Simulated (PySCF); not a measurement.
Correlation energy of O (oxygen, neutral)

[He] 2s1 2p5, high-spin 3P determinant (an excited configuration). Computed with PySCF 2.14 in x2c-TZVPPall (5s3p2d1f, 31 functions), with scalar relativity by spin-free X2C-1e. Frozen: nothing; 8 electrons correlated.

MP2 pair energies summed by pair of shells (mhartree):

```csv
pair,energy,share (%)
2p-2p,-148.63,77.6
2s-2p,-23.81,12.4
1s-1s,-12.89,6.7
1s-2p,-5.07,2.6
1s-2s,-1.11,0.6
```

Total MP2 correlation energy: -191.51 mhartree.

Same-spin part -41.65 and opposite-spin part -149.86 mhartree; SCS-MP2 scales them by 1/3 and 6/5 to -193.71 mhartree.

This basis was not built for core-valence correlation, so the inner-shell part is incomplete.
